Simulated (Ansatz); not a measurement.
Steps of a relaxation of `[Cl][Al]1[CH2][NH]1` with RKS PBE0-D4/def2-TZVP.

```sh
$ ansatz run in.yaml --threads 2 --pin off --events-out ev --progress --plain --max-ram 4352MiB
```

```yaml
crystal:
  periodic: [false, false, false]
  atoms:
    - {symbol: Cl, position_ang: [-1.492903, -2.834946, 0.629988]}
    - {symbol: Al, position_ang: [-0.503247, -1.016644, 0.287876]}
    - {symbol: C, position_ang: [0.361971, 0.709074, 0.422573]}
    - {symbol: N, position_ang: [0.100694, 0.062750, -0.933150]}
    - {symbol: H, position_ang: [1.428986, 0.818980, 0.716978]}
    - {symbol: H, position_ang: [-0.194299, 1.651051, 0.627671]}
    - {symbol: H, position_ang: [0.359998, 0.541735, -1.797636]}
basis:
  gaussian: {orbitals: def2-TZVP}
hamiltonian: {xc: pbe0, dispersion: d4}
relax: {f_tol: 0.005, max_steps: 150}
```

Positions (Å) and forces (eV/Å) along the path, 7 of 7 steps:

```xyz
7
step=1 energy=-21687.5661 eV
Cl   -1.493   -2.835    0.630    0.216    0.366   -0.054
Al   -0.503   -1.017    0.288    0.192    0.473   -0.406
C     0.362    0.709    0.423    0.043    0.114    0.182
N     0.101    0.063   -0.933    0.002    0.010    0.034
H     1.429    0.819    0.717   -0.580   -0.071   -0.226
H    -0.194    1.651    0.628    0.296   -0.557   -0.144
H     0.360    0.542   -1.798   -0.169   -0.335    0.615
7
step=2 energy=-21687.6033 eV
Cl   -1.476   -2.810    0.627    0.041    0.060    0.007
Al   -0.508   -1.005    0.282    0.197    0.392   -0.280
C     0.357    0.702    0.427    0.020   -0.010    0.063
N     0.100    0.064   -0.928   -0.108   -0.153    0.113
H     1.415    0.814    0.700   -0.185   -0.034   -0.038
H    -0.192    1.632    0.625    0.077   -0.168   -0.041
H     0.364    0.536   -1.780   -0.043   -0.086    0.175
7
step=3 energy=-21687.6103 eV
Cl   -1.462   -2.795    0.633   -0.009   -0.021    0.016
Al   -0.507   -0.992    0.271    0.009    0.024   -0.018
C     0.356    0.698    0.426   -0.025   -0.026    0.079
N     0.096    0.065   -0.930   -0.016   -0.031   -0.029
H     1.406    0.801    0.706    0.028    0.006   -0.021
H    -0.191    1.622    0.625   -0.008    0.022   -0.011
H     0.364    0.533   -1.776    0.021    0.026   -0.016
7
step=4 energy=-21687.6107 eV
Cl   -1.459   -2.793    0.642   -0.025   -0.048    0.010
Al   -0.510   -0.992    0.264    0.020    0.040   -0.006
C     0.353    0.695    0.428   -0.020   -0.022    0.011
N     0.093    0.066   -0.935   -0.007   -0.006    0.079
H     1.404    0.797    0.704    0.011    0.001   -0.017
H    -0.192    1.620    0.627   -0.002    0.004   -0.012
H     0.372    0.539   -1.775    0.022    0.032   -0.066
7
step=5 energy=-21687.6109 eV
Cl   -1.460   -2.797    0.642    0.004    0.008   -0.001
Al   -0.511   -0.992    0.264   -0.007   -0.018    0.003
C     0.352    0.694    0.430    0.013    0.021   -0.007
N     0.093    0.068   -0.933   -0.006   -0.005   -0.023
H     1.405    0.798    0.699   -0.001    0.000    0.015
H    -0.191    1.621    0.625   -0.001    0.001    0.012
H     0.374    0.541   -1.773   -0.002   -0.006    0.001
7
step=6 energy=-21687.6109 eV
Cl   -1.460   -2.796    0.642    0.001    0.001    0.000
Al   -0.511   -0.993    0.264   -0.002    0.001    0.004
C     0.352    0.695    0.429   -0.010    0.001    0.000
N     0.092    0.068   -0.934    0.007    0.000   -0.002
H     1.405    0.798    0.702    0.003   -0.002   -0.005
H    -0.191    1.621    0.626    0.001   -0.003    0.002
H     0.374    0.539   -1.775    0.001    0.001    0.002
7
step=7 energy=-21687.6109 eV
Cl   -1.460   -2.796    0.642    0.000    0.000    0.000
Al   -0.511   -0.992    0.264    0.000    0.000    0.001
C     0.352    0.695    0.429    0.000    0.000    0.000
N     0.092    0.068   -0.934    0.000    0.001    0.000
H     1.405    0.798    0.701    0.000   -0.001    0.000
H    -0.191    1.621    0.627    0.000    0.000    0.000
H     0.374    0.539   -1.775    0.000    0.000    0.000
```

Run time 9.5 s (2 threads of an AMD EPYC 9R45 on a shared host); peak host memory 0.33 GiB.
